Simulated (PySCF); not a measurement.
**Working out the ionisation energy of Rb+**

Rb+ [Kr] (1S) → Rb(2+) [Ar] 3d10 4s2 4p5 (2P). All numbers are calculated (PySCF 2.14, a scalar-relativistic core potential, in def2-SVP with the def2 core potential (28 electrons) (5s3p2d, 24 functions)). Frozen: 4s2. Energies in hartree (1 hartree = 27.21139 eV):

| part | Rb+ (lower) | Rb(2+) (upper) |
| --- | --- | --- |
| UHF | -23.662541 | -22.683806 |
| CCSD correlation | -0.041744 | -0.022081 |
| (T) | -0.000552 | -0.000185 |

Problem. What does Hartree-Fock give?

Solution. (-22.683806) − (-23.662541) = 0.978735 hartree = 26.633 eV.

Problem. What do CCSD and CCSD(T) give?

Solution. The CCSD correlation energies differ by 0.019663 hartree = 0.535 eV and the triples by 0.000367 hartree = 0.010 eV, so CCSD gives 27.168 eV and CCSD(T) 27.178 eV.

Reference: 27.290 eV (measured; NIST Atomic Spectra Database, ionization energies), between the lowest levels; spin-orbit coupling is absent from the calculation.

A double-zeta basis recovers only part of the correlation energy.

What remains against the reference includes basis incompleteness, the frozen core and higher excitations.
